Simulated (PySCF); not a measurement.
C3H11ClSi3.
Atom-mapped SMILES: `[SiH3:1]/[CH:2]=[C:3](/[Cl:4])[SiH2:5][CH2:6][SiH3:7]` (hydrogens: H8, H9, H10 on Si1; H11 on C2; H12, H13 on Si5; H14, H15 on C6; H16, H17, H18 on Si7)

Method: TDDFT B3LYP/def2-SVPD, vertical, gas phase, core orbitals frozen in the response in PySCF. One conformer (not necessarily the lowest) at the GFN2-xTB geometry, without solvent, vibrations or thermal averaging. Torsions of this conformer, `[SiH3:1]/[CH:2]=[C:3](/[Cl:4])[SiH2:5][CH2:6][SiH3:7]`: C2–C3–Si5–C6 105°, C3–Si5–C6–Si7 -62°.

**Question.** What does the calculation give for the low-lying excited states?

**Answer.** 

```tsv
state	E (eV)	λ (nm)	ν̃ (cm⁻¹)	f	main configurations (H = HOMO, L = LUMO)
S1	5.58	222.1	45030	0.200	H→L (94%)
S2	5.77	214.8	46550	0.0011	H-1→L (97%)
S3	6.14	201.9	49520	0.0010	H→L+1 (92%)
S4	6.22	199.4	50150	0.0037	H-3→L (92%)
S5	6.41	193.4	51690	0.030	H-2→L (96%)
S6	6.71	184.8	54100	0.0016	H→L+2 (67%), H→L+4 (21%), H→L+3 (10%)
S7	6.84	181.3	55160	0.0040	H-4→L (91%)
S8	6.87	180.4	55440	0.011	H→L+4 (38%), H→L+2 (30%), H→L+3 (22%)
```

Triplets (Tamm–Dancoff): T1 3.78 eV, H→L (92%); T2 5.43 eV, H-1→L (80%), H-3→L (15%); T3 5.78 eV, H→L+1 (59%), H-3→L (21%).

The lowest singlet comes at 222 nm (539 kJ/mol) in the ultraviolet; it is strong; its leading configuration is HOMO→LUMO (94%). The lowest level is also the most intense of those listed (f = 0.200). Löwdin shares by element: HOMO carbon 53% or more, chlorine 30%, silicon 5% or more; LUMO carbon 58% or more, silicon 11% or more, chlorine 7% (atoms not listed hold the other 24%). Weighted by f, the mean energy of these states is 5.78 eV. Orbital energies (eV): HOMO-3 -8.84, HOMO-2 -8.62, HOMO-1 -8.34, HOMO -7.40, LUMO -1.43, LUMO+1 -0.15, LUMO+2 0.11. The oscillator strengths of these states sum to 0.252; summed over the whole spectrum of an exact calculation they would give the number of electrons, 88 (Thomas–Reiche–Kuhn). The window holds the lowest 8 singlets.
